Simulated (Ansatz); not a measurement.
Two isomers of C2H7BSSi: A = `S[SiH]1BCC1`, B = `BSC(=C)[SiH3]`.

Isolated molecules relaxed with PBE0-D4/def2-TZVP in Ansatz; ΔE leaves out vibrations. CCSD(T)/CBS is the MP2 limit (def2-TZVPP, def2-QZVPP) plus CCSD(T) − MP2 in def2-TZVPP, frozen cores. DFT in def2-TZVPP. B3LYP here is the variant with VWN-RPA as its local correlation; programs differ in this. Each species was taken in one conformer, which may not be the lowest.

A:

Z-matrix (Å, degrees):
```
Si
B 1 2.025
S 1 2.148 2 108.6
C 1 1.901 2 76.3 3 -110.9
H 1 1.492 2 127.5 3 134.7
C 2 1.569 1 85.8 3 95.5
H 2 1.192 1 143.8 3 -86.9
H 3 1.345 1 95.5 2 -158.6
H 4 1.090 1 120.9 2 136.8
H 4 1.094 1 109.3 2 -96.6
H 6 1.107 2 101.8 1 -93.6
H 6 1.095 2 120.4 1 150.3
```

B:

Z-matrix (Å, degrees):
```
Si
C 1 1.873
H 1 1.484 2 111.3
H 1 1.486 2 105.9 3 -119.0
H 1 1.484 2 111.3 3 122.0
S 2 1.768 1 122.7 3 -61.2
C 2 1.334 1 120.3 3 118.9
B 6 1.753 2 107.8 1 0.2
H 7 1.085 2 120.9 1 -0.0
H 7 1.087 2 122.2 1 180.0
H 8 1.191 6 115.1 2 -180.0
H 8 1.191 6 122.5 2 0.0
```

(1) Which is lower in electronic energy at CCSD(T)/CBS, and by how much? (Estimate.)

(2) Give E(B) − E(A) in kcal/mol with ωB97M-V, B3LYP-D4, B3LYP, HF/def2-TZVPP, r2SCAN-D4, PBE0-D4, PBE-D4. (Best estimate.)

Largest T1 diagnostic: 0.014.

Answers

(1) Computed: B, by 0.7 kcal/mol.

(2) Ansatz gave: ωB97M-V 1.0, B3LYP-D4 -4.0, B3LYP -3.5, HF/def2-TZVPP -3.4, r2SCAN-D4 0.1, PBE0-D4 3.7, PBE-D4 0.9. The order is the other way round with ωB97M-V, r2SCAN-D4, PBE0-D4, PBE-D4.

From PBE to PBE0 (25 % exact exchange), in def2-TZVPP and without D4, E(B) − E(A) moves by +2.8 kcal/mol. In def2-TZVPP, CCSD(T) changes the Hartree–Fock value by +1.8 kcal/mol (the triples alone add −1.2 kcal/mol) and MP2 by +2.5 kcal/mol.
